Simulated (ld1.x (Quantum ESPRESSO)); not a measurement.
gallium, TM: configuration errors across variants

* Element: Ga (Z = 31)
* Generator: ld1.x (Quantum ESPRESSO) 7.5
* Type: norm-conserving Troullier–Martins (Kleinman–Bylander form)
* Functional: PBEsol
* Relativity: scalar-relativistic
* Frozen core: [Ar] 3d10
* Valence charge: 3
* Reference configuration: 4s2 4p1
* Partial waves: 4s (bound): rc 2.05 bohr; 4p (bound): rc 1.90 bohr
* Local potential: all-electron potential smoothed inside 2.05 bohr (lloc = -1)
* Core correction: Bessel-smoothed model core, default radius (core density twice the valence density)

All-electron excitation energies from the reference (eV): (1) 4s2 4p0 5.679; (2) 4s1 4p0 26.815; (3) 4s2 4p0.5 2.027; (4) 4s2 4p1.3 -0.531; (5) 4s1 4p1 13.084; (6) 4s1 4p2 6.551; (7) 4s0 4p3 13.390.

The default core radius of the base comes out at 1.55 bohr.

2 further variants failed, have other tests or another functional or relativity, and are left out.

Errors AE − PS in meV (a dash: test not solved or not reliable):

| change | (1) | (2) | (3) | (4) | (5) | (6) | (7) | bound ghosts |
| --- | --- | --- | --- | --- | --- | --- | --- | --- |
| base | -12 | -187 | -1.7 | -0.1 | -51 | -20 | -81 | none |
| wave 4p (bound): rc 1.90 bohr becomes 4p (bound): rc 1.94 bohr | -12 | -187 | -1.7 | -0.1 | -51 | -20 | -82 | none |
| local potential all-electron potential smoothed inside 1.50 bohr (lloc = -1) | -10 | -171 | -1.5 | 0.0 | -46 | -19 | -80 | none |
| all radii but the core radius scaled by about 1.08 (s 2.22, p 2.06 bohr); local potential all-electron potential smoothed inside 2.22 bohr (lloc = -1) | -12 | -190 | -1.7 | -0.1 | -55 | -24 | -98 | none |
| core correction Bessel-smoothed model core inside 0.94 bohr | -12 | -187 | -1.7 | -0.1 | -51 | -20 | -82 | none |
| local potential the p channel | -14 | -212 | -2.1 | -0.1 | -58 | -22 | -83 | none |

**Question.** Give the same row for: wave 4s (bound): rc 2.05 bohr becomes 4s (bound): rc 1.82 bohr.

**Answer.** -12, -186, -1.7, -0.1, -49, -18, -71; bound ghosts: none.
